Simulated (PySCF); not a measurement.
## Stationary points of CaBr₂

All numbers come from PySCF, PBE0, basis Ca def2-TZVP, Br def2-TZVP (no relativity, density fitting).

Relaxations began from a few typed shapes. The search is not exhaustive: other isomers or separated fragments can lie lower, and high-lying points may rest on an excited occupation.

| spin | group | bonds | angles | imaginary modes (cm⁻¹) | ΔE (kJ/mol) | ΔE with ZPE (kJ/mol) |
| --- | --- | --- | --- | --- | --- | --- |
| singlet | C2v | Ca–Br 2.611 Å (×2) | Br–Ca–Br 179.8° | none | 0.0 | 0.0 |
| singlet | D∞h | Ca–Br 2.611 Å (×2) | Br–Ca–Br 180.0° | none | 0.0 | 0.0 |

The lowest minimum found is the singlet C2v: Ca–Br 2.611 Å (×2); Br–Ca–Br 179.8°.

Counting electrons, calcium keeps none of its valence electrons outside its bonds, so the VSEPR class is AX2 and the expected shape is linear (D∞h). The calculation gives C2v instead. Heavy alkaline-earth centres are the known exception: their polarisable core and low (n−1)d orbitals favour bending; the Mulliken d population here is 0.45.
